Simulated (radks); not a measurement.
Polarisability of neutral tellurium, [Kr] 4d10 5s2 5p4, at imaginary frequency. All-electron calculation, scalar-relativistic Kohn-Sham, PBE, spin-polarised, spherical densities, finite nucleus; open shells are filled with parallel spins first (spin-orbit coupling, left out, can overturn this in heavy ions); Fermi nuclear charge, rms radius 4.7423 fm. Program: a radial shooting solver on a logarithmic mesh with Libxc functionals. Response by self-consistent Sternheimer equations with the Hartree and adiabatic LDA kernel, the relativistic mass of each level held fixed and spin-orbit coupling left out.

| w (hartree) | alpha1(iw) (bohr^3) |
|---|---|
| 0.00266 | 41.35 |
| 0.0143 | 41.26 |
| 0.0360 | 40.77 |
| 0.0697 | 39.29 |
| 0.118 | 36.11 |
| 0.186 | 30.92 |
| 0.280 | 24.28 |
| 0.413 | 17.41 |
| 0.605 | 11.44 |
| 0.892 | 6.974 |
| 1.35 | 4.004 |
| 2.12 | 2.160 |
| 3.59 | 1.028 |
| 6.94 | 0.3695 |
| 17.5 | 0.07954 |

Static values: alpha1 = 41.36 bohr^3 (6.128 angstrom^3; uncoupled 65.01). C6 = 454.7, triple-dipole C9 = 13300 atomic units. One-pole (London) frequency 4 C6 / (3 alpha1^2) = 0.355 hartree, against 0.191 for minus the highest occupied eigenvalue. Recommended static value: 38 bohr^3 (Schwerdtfeger and Nagle, 2023 table).
